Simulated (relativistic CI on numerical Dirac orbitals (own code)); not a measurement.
# Hyperfine structure of Sr³⁶⁺, mass number 87

Method of calculation: Dirac-Coulomb-Breit CI, separate exchange-only KLI orbitals for each configuration, model QED (radiative potential, 1s self-energy scaled to tabulated hydrogen-like ionisation energies), unscaled Slater integrals (own radial code, finite nucleus).

CI space: 1s2, 1s 2s, 1s 2p, 1s 3s, 1s 3p, 1s 3d, 1s 4s, 1s 4p, 1s 4d, 1s 4f, 1s 5s, 1s 5p, 1s 5d, 1s 5f, 1s 5g, 1s 6s, 1s 6p, 1s 6d. Levels of other configurations are missing.

Nuclear spin I = 9/2, μ = -1.09316 μN, Q = 0.305 b (tables of Stone and Pyykkö). The electronic factors are computed for point nuclear moments, without core polarisation or the Bohr-Weisskopf and QED corrections.

| Level | E (eV) | A (GHz) | B (GHz) |
| --- | --- | --- | --- |
| 1s 2s 3S_1 | 14510.4 | -2131 | -0.000625 |
| 1s 2p 3P°_1 | 14560.7 | -1921 | -12 |
| 1s 2p 3P°_2 | 14643.1 | -967 | 64.8 |
| 1s 2p 1P°_1 | 14668.2 | 862.3 | 43.7 |
| 1s 3s 3S_1 | 17216.5 | -1965 | -0.00073 |
| 1s 3p 3P°_1 | 17230.3 | -1876 | -3.33 |
| 1s 3p 3P°_2 | 17254.9 | -954 | 19.6 |
| 1s 3d 3D_2 | 17261.1 | -951.7 | 3.78 |

Levels with J = 0, under 50 % of one LS term, or S terms without an open s electron are left out. Small factors come from cancelling terms and can be off by tens of per cent or more.

At this charge energies of transitions that change n are usually good to better than 1 %, and those within a shell (Δn = 0) to a few per cent.

(1) Give the hyperfine levels of 1s 2s 3S_1 relative to its centre of gravity.

Answers

(1) With K = F(F + 1) − I(I + 1) − J(J + 1), E = AK/2 + B[¾K(K + 1) − I(I + 1)J(J + 1)]/[2I(2I − 1)J(2J − 1)]: F = 7/2: 11720, F = 9/2: 2131, F = 11/2: -9589 GHz.

LS names give the leading component of a level, which can be under half, so a name can repeat, a term be missing and a line seem to break the LS rules.
